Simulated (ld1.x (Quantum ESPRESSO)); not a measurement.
# Tm: RRKJ pseudisation with PBEsol, scalar-relativistic reference atom.

The input file (ld1.x (Quantum ESPRESSO) 7.5):

```
&input
   title='Tm', zed=69., rel=1, dft='PBESOL', iswitch=3,
   config='[Xe] 4f13 5d1 6s1 6p0',
   nld=4, rlderiv=3.90, eminld=-6.0, emaxld=5.0, deld=0.02
 /
 &inputp
   pseudotype=2, tm=.false., lloc=1,
   nlcc=.false.,
   file_pseudopw='Tm.UPF', file_wfcaegen='ae.wfc', file_wfcncgen='nc.wfc', file_beta='beta', file_chi='chi'
 /
4
5S  1  0   2.00   0.00  1.25  1.25  0.0
5D  3  2   1.00   0.00  3.60  3.60  0.0
4F  4  3  13.00   0.00  1.25  1.25  0.0
5P  2  1   6.00   0.00  2.10  2.10  0.0
 &test
   configts(1)='4f13 5s2 5p6 5d1 6s1 6p0'
 /
```

Command:

```bash
ld1.x < Tm.in > Tm.out
```

Resulting log (shortened: banner, matrices, multipoles, cross overlaps and the repeated all-electron block are left out):

```
[... start of the log left out ...]

     normalization and overlap integrals

     s(1S/1S) =  1.000000  <r> =   0.0200  <r2> =    0.0005  r(max) =   0.0126
     s(2S/2S) =  1.000000  <r> =   0.0849  <r2> =    0.0085  r(max) =   0.0718
     s(2P/2P) =  1.000000  <r> =   0.0754  <r2> =    0.0069  r(max) =   0.0588
     s(3S/3S) =  1.000000  <r> =   0.2210  <r2> =    0.0558  r(max) =   0.2026
     s(3P/3P) =  1.000000  <r> =   0.2204  <r2> =    0.0563  r(max) =   0.2001
     s(4S/4S) =  1.000000  <r> =   0.4979  <r2> =    0.2800  r(max) =   0.4623
     s(4P/4P) =  1.000000  <r> =   0.5286  <r2> =    0.3180  r(max) =   0.4860
     s(3D/3D) =  1.000000  <r> =   0.1999  <r2> =    0.0469  r(max) =   0.1638
     s(5S/5S) =  1.000000  <r> =   1.2311  <r2> =    1.7100  r(max) =   1.0952
     s(5P/5P) =  1.000000  <r> =   1.4773  <r2> =    2.4963  r(max) =   1.2566
     s(4D/4D) =  1.000000  <r> =   0.5717  <r2> =    0.3797  r(max) =   0.4983
     s(4F/4F) =  1.000001  <r> =   0.8137  <r2> =    0.9411  r(max) =   0.4983
     s(5D/5D) =  1.000000  <r> =   4.1085  <r2> =   22.9356  r(max) =   2.1780
     s(6S/6S) =  1.000000  <r> =   4.0274  <r2> =   18.5833  r(max) =   3.3314
     s(6P/6P) =  1.000000  <r> =   6.0447  <r2> =   42.6258  r(max) =   4.8472

     ------------------------ End of All-electron run ------------------------

     --------------------- Generating NC pseudopotential ---------------------

      Generating local pot.: lloc=1, matching radius rcloc =   2.1000
     Message from routine compute phi:
     negative determinant

      ld=  -0.582504 f2ae -2.660520 faenor  0.548873
           0        1270        1269   101.07810101602651

 %%%%%%%%%%%%%%%%%%%%%%%%%%%%%%%%%%%%%%%%%%%%%%%%%%%%%%%%%%%%%%%%%%%%%%%%%%%%%%
     Error in routine compute_chi (1):
     n is too large
 %%%%%%%%%%%%%%%%%%%%%%%%%%%%%%%%%%%%%%%%%%%%%%%%%%%%%%%%%%%%%%%%%%%%%%%%%%%%%%

     stopping ...
```

The run stopped because the Bessel-function wave could not be built (negative determinant in compute_phi), and the routine for χ then failed on it.

The run took about 0.32 s on one core of a shared server CPU.
